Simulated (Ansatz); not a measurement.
Au2O. Charge 0, multiplicity 1. Geometry r2SCAN-D4/def2-TZVP, basis def2-TZVP, Ansatz.

```xyz
3

Au    0.380    0.455    1.970
Au    0.439   -0.430   -0.367
O    -0.819   -0.025   -1.603
```

| run | HOMO (eV) | LUMO (eV) |
| --- | --- | --- |
| A | -6.66 | -5.33 |
| B | -5.87 | -5.84 |
| C | -7.31 | -4.80 |
| D | -7.51 | -4.74 |
| E | -6.10 | -5.71 |

In the def2 sets Au takes a core potential; there is no spin–orbit coupling. No other spin state of charge 0 was run. Another isomer (singlet) lies 1.10 eV lower at PBE0-D4/def2-TZVP; other spin states weren't run for this one.

**Question.** The runs used PBE, PBE0, r2SCAN, r2SCAN0, r2SCANh. Estimate which is which.

**Answer.** A r2SCANh (10 % exact exchange); B PBE (0 % exact exchange); C PBE0 (25 % exact exchange); D r2SCAN0 (25 % exact exchange); E r2SCAN (0 % exact exchange). Exact exchange lowers occupied and raises empty levels; among semilocal functionals meta-GGAs tend to open the gap a little, and such runs are hard to tell apart. The gap grows from 0.04 eV (PBE) to 2.77 eV (r2SCAN0). The restricted singlet is unstable towards broken spin symmetry in Hartree–Fock (as tested in another run); at r2SCANh-D4/def2-TZVP, PBE-D4/def2-TZVP, PBE0-D4/def2-TZVP, r2SCAN0-D4/def2-TZVP and others this wasn't settled.
